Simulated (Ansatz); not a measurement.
Calculated with Ansatz (gas phase, PBE0-D4/def2-TZVP geometries, no zero-point term in ΔE). CCSD(T)/CBS is the MP2 limit (def2-TZVPP, def2-QZVPP) plus CCSD(T) − MP2 in def2-TZVPP, frozen cores. This one scheme is used for every species. DFT in def2-TZVPP. B3LYP here is the variant with VWN-RPA as its local correlation; programs differ in this. Each species was taken in one conformer, which may not be the lowest.

`CB(C)C` + `N[SiH3]` → `CB(C)N[SiH3]` + CH₄  (ligand exchange at a B–C bond)

```tsv
level	ΔE (kJ/mol)
B3LYP	-127.2
CCSD(T)/def2-TZVPP	-133.8
```

(1) What does CCSD(T)/CBS give? (An estimate is asked.)

Largest T1 diagnostic among the species: 0.011.

## Answers

(1) Ansatz gave: -131.3 kJ/mol. The listed levels differ from it by 4.1, -2.5 kJ/mol.

Leaving LDA and LC-ωPBE aside and taking each functional with its dispersion term where it has one, the values, not all of them listed here, spread over 6.3 kJ/mol, from BLYP-D4 to ωB97X-V. LDA lies −7.0 kJ/mol from PBE without D4. In def2-TZVPP, CCSD(T) changes the Hartree–Fock value by −7.5 kJ/mol (the triples alone add −2.2 kJ/mol) and MP2 by −8.8 kJ/mol.
